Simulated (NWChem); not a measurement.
System: SnHSBr, singlet; SMILES [SH][Sn][Br]

Results from NWChem. Low-valent species are run as closed-shell singlets; no triplet was tried in these runs. This build's default masses of Se (78.918 u) and Br (79.917 u) are each other's, which moves their modes by up to 0.6 %. def2 effective core potentials on Sn; no spin-orbit coupling. Each level has its own optimisation; frequencies are unscaled. One conformer.

```json
[
 {"level": "BLYP/def2-SVP (core potentials)", "r Br–Sn (Å)": "2.595", "r S–Sn (Å)": "2.507", "r H–S (Å)": "1.368", "highest harmonic frequency (cm⁻¹)": "2554", "lowest (cm⁻¹)": "85", "zero-point energy (kcal/mol)": "5.9"},
 {"level": "B3LYP/3-21G (all-electron, non-relativistic)", "r Br–Sn (Å)": "2.616", "r S–Sn (Å)": "2.543", "r H–S (Å)": "1.377", "highest harmonic frequency (cm⁻¹)": "2450", "lowest (cm⁻¹)": "84", "zero-point energy (kcal/mol)": "5.7"},
 {"level": "Hartree-Fock/3-21G (all-electron, non-relativistic)", "r Br–Sn (Å)": "2.604", "r S–Sn (Å)": "2.521", "r H–S (Å)": "1.353", "highest harmonic frequency (cm⁻¹)": "2628", "lowest (cm⁻¹)": "97", "zero-point energy (kcal/mol)": "6.1"},
 {"level": "PBE-D3(BJ)/def2-SVP (core potentials)", "r Br–Sn (Å)": "2.564", "r S–Sn (Å)": "2.476", "r H–S (Å)": "1.366", "highest harmonic frequency (cm⁻¹)": "2594", "lowest (cm⁻¹)": "87", "zero-point energy (kcal/mol)": "6.0"}
]
```
